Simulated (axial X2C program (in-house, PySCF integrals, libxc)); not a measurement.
Which functional? An output for TiSi

An SCF output computed with an axial X2C code built on PySCF integrals for TiSi at 2.423 Å, two-component, state Ω = 4, Ti dyall-cv3z [10s10p6d4f2g], Si dyall-v3z [8s7p2d1f] (cores contracted in-house), without its first line:

```
basis functions 162  fitting functions 952  grid points 5079
iter        total energy     max residual
   1      -1141.964646633     1.68e-01
   2      -1141.993798397     2.82e-02
   3      -1142.002148892     1.37e-02
   4      -1142.006181409     1.13e-02
   5      -1142.010708008     5.41e-03
   6      -1142.013475203     4.36e-03
   7      -1142.015267385     4.32e-03
   8      -1142.015746155     4.37e-03
   9      -1142.009851259     3.27e-03
  10      -1142.009772765     2.69e-03
  11      -1142.010134072     7.53e-04
  12      -1142.010219977     5.60e-04
  13      -1142.010213819     3.65e-04
  14      -1142.010219927     1.81e-04
  15      -1142.010222089     1.18e-04
  16      -1142.010220746     5.09e-05
  17      -1142.010220820     4.60e-05
  18      -1142.010220825     4.17e-05
  19      -1142.010220854     3.54e-05
  20      -1142.010220893     2.43e-05
  21      -1142.010220925     7.60e-06
  22      -1142.010220929     2.08e-06
  23      -1141.964646633     1.91e-01
  24      -1141.993890619     2.53e-02
  25      -1142.004352319     7.57e-02
  26      -1142.009297261     2.61e-02
  27      -1142.012902695     1.99e-02
  28      -1142.015125066     2.85e-02
  29      -1142.017294119     4.06e-02
  30      -1142.021078781     1.89e-02
  31      -1142.023110422     6.46e-03
  32      -1142.024299518     5.55e-03
  33      -1142.024481919     3.56e-03
  34      -1142.024507468     7.34e-04
  35      -1142.024514681     1.36e-04
  36      -1142.024515141     1.48e-04
  37      -1142.024515314     3.99e-05
  38      -1142.024515340     3.68e-05
  39      -1142.024515369     3.03e-05
  40      -1142.024515388     2.37e-05
  41      -1142.024515413     1.55e-05
  42      -1142.024515428     1.08e-05
  43      -1142.024515434     5.34e-06
  44      -1142.024515436     3.73e-06
  45      -1142.024515436     1.53e-06
converged
one-electron -1704.29883147  Coulomb 557.09843202  exact exchange -61.86140491  xc functional 0.00000000  nuclear repulsion 67.26643870  atomic mean-field constant -0.22914978
```

**Question.** Which level of theory produced it?
A. PBE0
B. HF
C. BLYP

**Answer.** B. The exact-exchange term against the functional term shows a share of 1 of exact exchange.
